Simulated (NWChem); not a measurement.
Species: ZnH2S2; SMILES [SH][Zn][SH]

```xyz
5

Zn     0.0000     0.0000    -0.0702
S      2.1679    -0.1852    -0.0807
H      2.3177     0.7753     0.8601
S     -2.1679     0.1852    -0.0807
H     -2.3177    -0.7753     0.8601
```
Atoms are numbered in this order, from 1.

Level: PBE0/def2-SVP (NWChem), optimised geometry, unscaled harmonic frequencies. 

| frequency (cm⁻¹) | IR intensity (km/mol) |
|---|---|
| 94 | 13.2 |
| 94 | 10.3 |
| 135 | 20.6 |
| 327 | 0.0 |
| 464 | 52.3 |
| 627 | 0.9 |
| 630 | 11.6 |
| 2705 | 1.2 |
| 2705 | 0.6 |

The zero-point energy comes out as 11.1 kcal/mol and the thermal correction to the enthalpy at 298.15 K (with zero-point energy) is 15.4 kcal/mol. The heat capacity Cv is 16.7 cal/(mol K). The entropy at 298.15 K and 1 atm (symmetry number 2) is 76.2 cal/(mol K) and the dipole moment comes out as 1.24 D.

Rigid rotor and harmonic oscillator; modes under 100 cm⁻¹ make the entropy uncertain.
